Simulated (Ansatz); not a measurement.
Consider the formal exchange of groups at a Ge–O bond: `Cl[SiH2][O][GeH3]` + `CC(C)=N` → `C[C](=N)[GeH3]` + `CO[SiH2]Cl`.

Program: Ansatz. Geometries: PBE0-D4/def2-TZVP. ΔE: electronic, gas phase. CCSD(T)/CBS is the MP2 limit (def2-TZVPP, def2-QZVPP) plus CCSD(T) − MP2 in def2-TZVPP, frozen cores. DFT in def2-TZVPP. B3LYP here is the variant with VWN-RPA as its local correlation; programs differ in this. For Ge outer-core shells are correlated without core-valence functions, which leaves a few kJ/mol of doubt a bond. Scalar relativity is left out up to krypton. One conformer a species, not always the lowest.

Is it downhill or uphill in electronic energy at CCSD(T)/CBS, and by how much? (Estimate.)

Computed: Uphill: ΔE = +31.9 kcal/mol.

What do these levels give: r2SCAN-D4, B3LYP-D4, ωB97M-V, PBE, HF/def2-TZVPP, CCSD/def2-TZVPP? (Estimate.)

The calculation gave: r2SCAN-D4 31.7, B3LYP-D4 31.0, ωB97M-V 32.0, PBE 28.7, HF/def2-TZVPP 35.7, CCSD/def2-TZVPP 32.7 kcal/mol.

Largest T1 diagnostic among the species: 0.012.

From PBE to PBE0 (25 % exact exchange), in def2-TZVPP and without D4, ΔE moves by +2.1 kcal/mol. In def2-TZVPP, CCSD(T) changes the Hartree–Fock value by −3.6 kcal/mol (the triples alone add −0.6 kcal/mol) and MP2 by −2.2 kcal/mol.
